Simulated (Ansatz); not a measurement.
Correlation energies of CH3F3HfS (`C[S][Hf]([F])([F])[F]`) by basis set

```xyz
9

C    -1.5352   -0.1920    0.1302
S    -0.4210   -1.2758   -0.8384
Hf    1.4749    0.0726   -0.2044
F     1.1658    1.8579   -0.7839
F     3.0466   -0.6431   -0.9872
F     1.5965    0.0941    1.6940
H    -2.2754    0.2376   -0.5422
H    -2.0244   -0.7902    0.8966
H    -1.0279    0.6389    0.6354
```

Total charge 0; spin multiplicity 1. Correlated methods include outer-core shells of Hf, which these sets cover unevenly. Hf takes the def2 core potential. The structure was optimised at the PBE0-D4/def2-TZVP level. It is one conformer, not always the lowest. Frozen core, restricted reference, Ansatz.

```csv
basis,HF (Eh),MP2 corr.,CCSD corr.,(T),CCSD(T) total
def2-SVP,-782.83611,-1.05882,-1.08265,-0.02795,-783.94671
def2-TZVPP,-783.42137,-1.42388,-1.43954,-0.05399,-784.91490
def2-QZVPP,-783.44912,-1.57289,–,–,–
```
